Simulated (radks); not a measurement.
Si, 14 electrons, occupied as [Ne] 3s2 3p2 (the NIST ground configuration).

All-electron calculation, scalar-relativistic Kohn-Sham, LDA (Slater exchange, VWN5 correlation), spin-polarised, spherical densities, finite nucleus; open shells are filled with parallel spins first; Fermi nuclear charge, rms radius 3.1224 fm. Program: a radial shooting solver on a logarithmic mesh with Libxc functionals.

Energy parts (Ry):
total: -577.70120
kinetic: 578.56211
electron-nucleus: -1381.26648
Hartree: 264.27158
exchange-correlation: -39.26841

Orbitals (lengths in bohr, moments of r in powers of bohr; <r^-3> diverges for s and p1/2):
orbital  occ.  eigenvalue (Ry)    <r^2>  <r^-3>
1s up       1        -130.7011  0.01679       -
1s down     1        -130.6888  0.01678       -
2s up       1        -10.18730   0.3899       -
2s down     1        -10.17253   0.3892       -
2p up       3         -7.01871   0.3674   48.27
2p down     3         -7.00010   0.3662   48.29
3s up       1         -0.83684    5.401       -
3s down     1         -0.72655    5.535       -
3p up       2         -0.33974    9.017   2.530
3p down     0         -0.24116    10.30   2.332
4s up       0         -0.02995    76.49       -
4s down     0         -0.01656    108.8       -

The highest occupied level is 3p up at -4.622 eV. The spin density at the nucleus is -0.08924 e/bohr^3 (1s -0.08981, 2s -0.00453, 3s 0.00510). The density falls to 0.001 e/bohr^3 at r = 4.43 bohr.
